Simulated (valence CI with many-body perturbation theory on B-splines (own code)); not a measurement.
**Valence orbitals of Rb30+**

Level of theory: valence CI with perturbative core correlation (CI+MBPT): five valence electrons over a frozen Dirac-Fock core [He], a basis of 11 s, 11 p, 10 d, 8 f, 5 g, 2 h functions for each j, with the one-electron correlation potential Σ1, the two-electron term Σ2, the three-electron term Σ3, Breit, model QED; selected CI, second order for the rest, scaled by the run's own slope (own B-spline code, finite nucleus).

The last digits are not significant, and no measured levels were compared; by estimate large intervals hold to a few tenths of a per cent, small ones and those within an open d or f shell to about a per cent. Among the levels kept, up to 5300 cm⁻¹ of a level comes from second order outside the variational space, and about a tenth of that is noise between levels of different J, which matters for small intervals.

These are the spectroscopic orbitals of the CI (the correlating ones are not listed), shaped by the core and the other valence electrons. h is the expectation value of the core's Dirac-Fock operator, without the valence repulsion; Σ1 is computed up to l = 3 at one energy for each symmetry, that of its lowest orbital but kept below the first core excitation, so for empty shells it is not the orbital's own correlation shift; Breit and QED include the response of the core, and the two lowest orbitals of each symmetry also the frequency dependence of Breit exchange, which makes a step in that column.

```tsv
Orbital	h (hartree)	Σ1 (cm⁻¹)	Breit (cm⁻¹)	QED (cm⁻¹)	⟨r⟩ (bohr)
2s1/2	-160.03	-1229	12526	12032	0.1692
3s1/2	-70.014	-285	3385	3352	0.3965
4s1/2	-39.003	-109	1342	1350	0.7227
5s1/2	-24.814	-53.4	668	675	1.145
6s1/2	-17.162	-30.1	380	385	1.664
7s1/2	-12.573	-18.7	237	240	2.278
2p1/2	-157.25	-2851	24548	-512	0.1438
3p1/2	-69.183	-610	6506	-154	0.3755
4p1/2	-38.65	-230	2597	-63.1	0.7056
5p1/2	-24.633	-112	1296	-31.9	1.132
6p1/2	-17.057	-63.2	739	-18.3	1.655
7p1/2	-12.506	-39.2	461	-11.4	2.273
2p3/2	-154.5	-2529	10306	643	0.1474
3p3/2	-68.372	-542	2693	163	0.3805
4p3/2	-38.31	-205	1128	64.8	0.7123
5p3/2	-24.46	-100	563	32.3	1.140
6p3/2	-16.957	-56.3	321	18.4	1.665
7p3/2	-12.444	-34.9	200	11.5	2.284
3d3/2	-67.916	-227	199	-41.2	0.3271
4d3/2	-38.117	-96.2	108	-15.3	0.6627
5d3/2	-24.361	-49.3	57.8	-7.4	1.094
6d3/2	-16.9	-28.5	35.0	-4.2	1.623
7d3/2	-12.408	-18.0	22.6	-2.6	2.247
3d5/2	-67.671	-218	63.8	63.0	0.3288
4d5/2	-38.013	-92.1	34.3	28.0	0.6648
5d5/2	-24.308	-47.2	17.7	14.6	1.097
6d5/2	-16.869	-27.3	10.7	8.5	1.626
7d5/2	-12.388	-17.2	6.9	5.4	2.250
4f5/2	-37.896	-17.8	1.0	-10.9	0.5771
5f5/2	-24.254	-10.1	0.8	-5.5	1.011
6f5/2	-16.84	-6.1	0.5	-3.1	1.542
7f5/2	-12.37	-4.0	0.4	-2.0	2.168
4f7/2	-37.846	-17.5	0.3	9.0	0.5781
5f7/2	-24.229	-9.9	0.2	4.8	1.012
6f7/2	-16.825	-6.0	0.1	2.8	1.543
7f7/2	-12.361	-3.9	0.1	1.8	2.170
5g7/2	-24.211		0.0	-3.3	0.8854
6g7/2	-16.814		0.0	-1.9	1.417
7g7/2	-12.353		0.0	-1.2	2.045
5g9/2	-24.196		0.0	2.7	0.8861
6g9/2	-16.806		0.0	1.6	1.418
7g9/2	-12.348		0.0	1.0	2.046
6h9/2	-16.805				1.257
6h11/2	-16.799				1.257
```

Among the shells of the start configuration 2s2 2p3, Σ1 is largest in size for 2p1/2, where it is 0.0083 % of h.

Lowest root of each symmetry, sizes in configuration state functions:

| J | Parity | Roots | Reference | Variational | Second order | Change by selected CI (cm⁻¹) | Change by second order (cm⁻¹) |
| --- | --- | --- | --- | --- | --- | --- | --- |
| 1/2 | even | 26 | 102 | 31981 | 799593 | -30068 | -990 |
| 3/2 | even | 34 | 155 | 32000 | 1513001 | -27828 | -2660 |
| 5/2 | even | 28 | 152 | 31953 | 1979581 | -25104 | -3271 |
| 7/2 | even | 12 | 102 | 31889 | 1732797 | -33400 | -3125 |
| 9/2 | even | 4 | 59 | 42798 | 1141993 | -36449 | -1037 |
| 1/2 | odd | 26 | 101 | 31846 | 902926 | -27640 | -1477 |
| 3/2 | odd | 36 | 159 | 31975 | 1831767 | -25208 | -1904 |
| 5/2 | odd | 30 | 151 | 31984 | 2156107 | -25258 | -3531 |
| 7/2 | odd | 17 | 113 | 33318 | 1842435 | -32411 | -4047 |
| 9/2 | odd | 7 | 65 | 32195 | 1771822 | -24627 | -1082 |
| 11/2 | odd | 2 | 33 | 44811 | 958703 | -34605 | -1060 |
